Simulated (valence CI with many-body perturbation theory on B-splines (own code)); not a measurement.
## Valence orbitals of Bi⁴²⁺

Level of theory: configuration interaction combined with many-body perturbation theory (CI+MBPT): five valence electrons over a frozen Dirac-Fock core [Kr], radial functions for each j: 7 s, 7 p, 8 d, 6 f, 4 g, 1 h, with the one-electron correlation potential Σ1 (screened to all orders), the two-electron term Σ2, the three-electron term Σ3, Breit, model QED; selected single and double excitations, second order for the rest (own B-spline code, finite nucleus).

The last digits are not significant, and no measured levels were compared; by estimate large intervals hold to a few tenths of a per cent, small ones and those within an open d or f shell to about a per cent. Only levels of the ground parity were solved; by the run's estimate the other parity begins above the list, which can be wrong where configurations are misplaced.

These are the spectroscopic orbitals of the CI (the correlating ones are not listed), shaped by the core and the other valence electrons. h is the expectation value of the core's Dirac-Fock operator, without the valence repulsion; Σ1 is computed up to l = 3 at one energy for each symmetry, that of its lowest orbital but kept below the first core excitation, so for empty shells it is not the orbital's own correlation shift; Breit and QED include the response of the core.

```csv
Orbital,h (hartree),Σ1 (cm⁻¹),Breit (cm⁻¹),QED (cm⁻¹),⟨r⟩ (bohr)
5s1/2,-60.722,-11808,7917,6043,0.6106
6s1/2,-39.663,-4736,4213,3262,0.9337
7s1/2,-27.969,-2475,2451,1935,1.329
5p1/2,-58.472,-12019,12135,358,0.6155
6p1/2,-38.442,-4966,6613,203,0.9449
7p1/2,-27.234,-2635,3890,123,1.347
5p3/2,-55.724,-10257,6712,814,0.6485
6p3/2,-36.976,-4418,3734,457,0.9839
7p3/2,-26.357,-2386,2482,278,1.393
4d3/2,-87.623,-23964,13260,-1162,0.3580
5d3/2,-52.242,-11400,5754,-412,0.6454
6d3/2,-35.078,-5231,3111,-215,0.9977
4d5/2,-86.294,-22902,8107,-472,0.3649
5d5/2,-51.652,-11161,3599,-125,0.6537
6d5/2,-34.756,-5103,1962,-61.2,1.008
4f5/2,-77.717,-47999,3976,-1039,0.3348
5f5/2,-47.974,-11076,1852,-376,0.6408
4f7/2,-77.346,-41608,835,-771,0.3376
5f7/2,-47.801,-10672,539,-261,0.6438
5g7/2,-45.09,,-124,-172,0.6002
5g9/2,-45.03,,-446,-125,0.6016
```

Among the shells of the start configuration 4d5, Σ1 is largest in size for 4d3/2, where it is 0.12 % of h.

Lowest root of each symmetry, sizes in configuration state functions:

| J | Parity | Roots | Reference | Variational | Second order | Change by selected CI (cm⁻¹) | Change by second order (cm⁻¹) |
| --- | --- | --- | --- | --- | --- | --- | --- |
| 1/2 | even | 4 | 77 | 21874 | 205144 | -10493 | -24 |
| 3/2 | even | 7 | 141 | 25831 | 560621 | -9467 | -69 |
| 5/2 | even | 10 | 183 | 27005 | 649435 | -9254 | -117 |
| 7/2 | even | 7 | 192 | 25243 | 761495 | -9275 | -197 |
| 9/2 | even | 5 | 181 | 24796 | 671784 | -9783 | -220 |
| 11/2 | even | 3 | 150 | 25070 | 496121 | -9475 | -72 |
| 13/2 | even | 1 | 112 | 20203 | 402660 | -9570 | -32 |
